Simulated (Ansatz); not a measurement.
Input and output for C2H8BCl2N (`C[NH2+][B-](C)(Cl)Cl`).

```yaml
crystal:
  periodic: [false, false, false]
  atoms:
    - {symbol: C, position_ang: [0.748932, 1.290382, -1.293223]}
    - {symbol: N, position_ang: [0.355453, 0.000732, -0.694425]}
    - {symbol: B, position_ang: [-0.383169, 0.031123, 0.753553]}
    - {symbol: C, position_ang: [-0.699585, -1.467973, 1.174910]}
    - {symbol: Cl, position_ang: [0.825643, 0.858529, 1.889067]}
    - {symbol: Cl, position_ang: [-1.913269, 1.042807, 0.487908]}
    - {symbol: H, position_ang: [-0.146053, 1.896620, -1.411702]}
    - {symbol: H, position_ang: [1.428551, 1.789930, -0.606836]}
    - {symbol: H, position_ang: [1.230950, 1.129737, -2.257520]}
    - {symbol: H, position_ang: [-0.277250, -0.491132, -1.322180]}
    - {symbol: H, position_ang: [1.176754, -0.589477, -0.578511]}
    - {symbol: H, position_ang: [-1.370928, -1.966655, 0.466793]}
    - {symbol: H, position_ang: [-1.197461, -1.481011, 2.146326]}
    - {symbol: H, position_ang: [0.208634, -2.072912, 1.274940]}
basis:
  gaussian: {orbitals: STO-3G}
hamiltonian: {xc: {name: B3LYP}, pseudopotentials: {relativity: none}}
accuracy: high
scf: {lower_state_search: light}
output: {forces: true}
```

```sh
$ ansatz run in.yaml --threads 4 --pin off --events-out ev --progress --plain --max-ram 11315MiB
```

Output, abridged:

```
Functional definition: B3LYP
1023 factors; integrals over basis functions are off by at most 9.4e-9 eV
mean field evaluation 1: about -29091.3558 eV, gradient 2.1e1 eV
mean field evaluation 2: about -29091.6837 eV, gradient 2.2e1 eV
mean field evaluation 4: about -29093.2093 eV, gradient 6.1e-1 eV
mean field evaluation 8: about -29093.1820 eV, gradient 2.2e-2 eV
mean field evaluation 16: about -29093.1820 eV, gradient 2.0e-8 eV
mean field -29093.18197923 eV, -1069.1547176698 hartree, gradient 2.0e-8 eV, S^2 0.000000; 0 other end points of the search recorded, 0 dependent functions left out
reference -29093.18201927 eV, -1069.1547191411 hartree; 33, 33 occupied and 13, 13 virtual orbitals, 1023 factors
Total energy: -29093.18201927 eV, -1069.1547191411 hartree
Atom 0 at     0.748932     1.290382    -1.293223 Å, force     0.422735     1.237794    -0.662903 eV/Å
Atom 1 at     0.355453     0.000732    -0.694425 Å, force    -0.623824     0.168493     1.242044 eV/Å
Atom 2 at    -0.383169     0.031123     0.753553 Å, force    -0.305790     0.242325     0.629829 eV/Å
Atom 3 at    -0.699585    -1.467973     1.174910 Å, force     0.006490    -0.299653    -0.052068 eV/Å
Atom 4 at     0.825643     0.858529     1.889067 Å, force     0.495544     0.237870     0.301986 eV/Å
Atom 5 at    -1.913269     1.042807     0.487908 Å, force    -0.505760     0.305278    -0.210296 eV/Å
Atom 6 at    -0.146053     1.896620    -1.411702 Å, force    -0.564101     0.332912    -0.042535 eV/Å
Atom 7 at     1.428551     1.789930    -0.606836 Å, force     0.396975     0.267824     0.448813 eV/Å
Atom 8 at     1.230950     1.129737    -2.257520 Å, force     0.253512    -0.097032    -0.508751 eV/Å
Atom 9 at    -0.277250    -0.491132    -1.322180 Å, force    -1.117035    -0.959951    -1.314433 eV/Å
Atom 10 at     1.176754    -0.589477    -0.578511 Å, force     1.606791    -1.144193     0.078742 eV/Å
Atom 11 at    -1.370928    -1.966655     0.466793 Å, force    -0.086061    -0.139031    -0.133936 eV/Å
Atom 12 at    -1.197461    -1.481011     2.146326 Å, force    -0.122767     0.001734     0.240145 eV/Å
Atom 13 at     0.208634    -2.072912     1.274940 Å, force     0.143291    -0.154372    -0.016637 eV/Å
Dipole moment:     0.644541    -0.486125    -1.323918 e Å
```

It took 2.2 s on 4 threads of an Arm Neoverse V2 on a shared host, with 0.18 GiB of host memory at the peak.
